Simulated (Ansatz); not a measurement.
Ansatz (a quantum-chemistry and plane-wave program) input:

Ansatz 0.2 input:
```yaml
crystal:
  periodic: [false, false, false]
  atoms:
    - {symbol: Ge, position_ang: [0.22746204, 0.16914240, -0.18822580]}
    - {symbol: Cl, position_ang: [-0.75361304, 2.39882811, -0.35122617]}
    - {symbol: Cl, position_ang: [2.04185232, -1.46802910, -0.19918526]}
    - {symbol: Cl, position_ang: [-1.53063649, -1.12150736, -0.69654463]}
    - {symbol: H, position_ang: [0.01753520, 0.08289256, 1.48167613]}
basis:
  gaussian:
    orbitals: def2-TZVP
hamiltonian:
  xc: b3lyp
  dispersion: d3bj
total_charge: -1
magnetization: {spin_polarized: true, initial_magnetization: 1}
relax: {f_tol: 0.002, max_steps: 150}
```

Q: Which total energy does the run end on?

A: -3458.52774 Eh (B3LYP-D3(BJ)/def2-TZVP). The basis has 165 functions.
